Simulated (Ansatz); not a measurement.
Ansatz (an electronic-structure program) input:

Ansatz 0.2 input:
```yaml
crystal:
  periodic: [false, false, false]
  atoms:
    - {symbol: Si, position_ang: [-0.06661811, 0.14775166, -0.99323827]}
    - {symbol: N, position_ang: [-1.48490035, 0.66751569, -0.17870255]}
    - {symbol: Si, position_ang: [-2.63564083, -0.29452578, 0.68961141]}
    - {symbol: O, position_ang: [1.20748907, -0.01716644, 0.02077144]}
    - {symbol: Si, position_ang: [2.80362946, -0.13360158, 0.34760054]}
    - {symbol: H, position_ang: [-0.34105705, -1.17083243, -1.59740875]}
    - {symbol: H, position_ang: [0.28273854, 1.16326894, -2.01117975]}
    - {symbol: H, position_ang: [-1.59110156, 1.66973800, -0.09215775]}
    - {symbol: H, position_ang: [-4.01975471, -0.00344039, 0.24402382]}
    - {symbol: H, position_ang: [-2.30653548, -1.70984488, 0.41433670]}
    - {symbol: H, position_ang: [-2.57993080, -0.05470929, 2.15280621]}
    - {symbol: H, position_ang: [3.01107213, 0.12140710, 1.78963268]}
    - {symbol: H, position_ang: [3.56342773, 0.86408471, -0.44295410]}
    - {symbol: H, position_ang: [3.29634398, -1.48969020, 0.01201604]}
basis:
  gaussian:
    orbitals: def2-TZVPD
hamiltonian:
  xc: {name: r2SCANh}
output: {forces: true}
```

Question: Which total energy does the run end on?

Answer: -1003.92294 Eh (r2SCANh/def2-TZVPD). The basis has 287 functions.
